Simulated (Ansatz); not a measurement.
Harmonic frequencies (cm⁻¹) at PBE0-D4/def2-TZVP from Ansatz: 103, 150, 158, 219, 273, 378, 457, 677, 698, 731, 2707, 2710.

Each molecule was computed in one conformer, which needn't be the lowest.

Q: Which molecule is it?
A. `[F][Ga]([SH])[SH]`
B. `[F][Ga]([SiH3])[Cl]`
C. `N#[C][Ga]([C]#N)[C]#N`
D. `[SH][GaH][SH]`

A: A.
